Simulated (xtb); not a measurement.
Here is a job for xtb.
```
$ xtb mol.xyz --gfn 2 --uhf 2 --etemp 1000 --json

# file mol.xyz
8

C     -1.29370611    -0.45495980     0.07134256
C      0.08819231     0.33727888     0.11862454
O      0.99930282    -0.36540853     0.85431055
O      0.29821376     0.79544544    -1.06284776
H     -2.03228451     0.19607021    -0.38031375
H     -1.19809768    -1.37897758    -0.49959502
H     -1.51107589    -0.65825986     1.11601260
H      1.59440817    -0.89304257     0.29239111
```

Q: What does this run give for the dipole moment, total energy (a free energy at this electronic temperature), partial charges in atom order?

A: 
| Item | Value |
|---|---|
| dipole moment | 3.01 D |
| total energy (a free energy at this electronic temperature) | -14.2777 Eh |
| partial charges in atom order | C1 -0.08, C2 0.22, O3 -0.38, O4 -0.33, H5 0.09, H6 0.08, H7 0.10, H8 0.31 |
